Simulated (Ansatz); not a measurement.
Mulliken charges of CH$_{5}$B$_{2}$FO (`BB(F)OC`) from PBE/def2-TZVPP in Ansatz (PBE0-D4/def2-TZVP geometry).

```csv
atom,x (Å),y (Å),z (Å),charge (e)
B1,0.085,0.397,-1.586,-0.225
B2,0.518,-0.868,-0.544,0.356
F3,1.125,-1.943,-1.056,-0.204
O4,0.307,-0.901,0.787,-0.191
C5,-0.324,0.171,1.450,-0.094
H6,-0.980,0.432,-2.132,0.041
H7,0.832,1.301,-1.828,0.040
H8,-0.614,0.975,0.762,0.063
H9,-1.222,-0.196,1.951,0.107
H10,0.356,0.583,2.198,0.107
```

By hand: the dipole of these point charges (1 e Å = 4.8032 D).

Σ q r = (-0.231, 0.327, 0.423) e Å, of length 0.582 e Å = 2.80 D.

How does the dipole of the full density compare? (Best estimate.)

Computed: (-0.226, 0.390, 0.219) e Å, 2.41 D; the point charges give 1.16 times that, at 21° from its direction.

Point charges leave out the atoms' own dipoles, such as those of lone pairs, and Mulliken's split depends on the basis, so the two needn't agree.
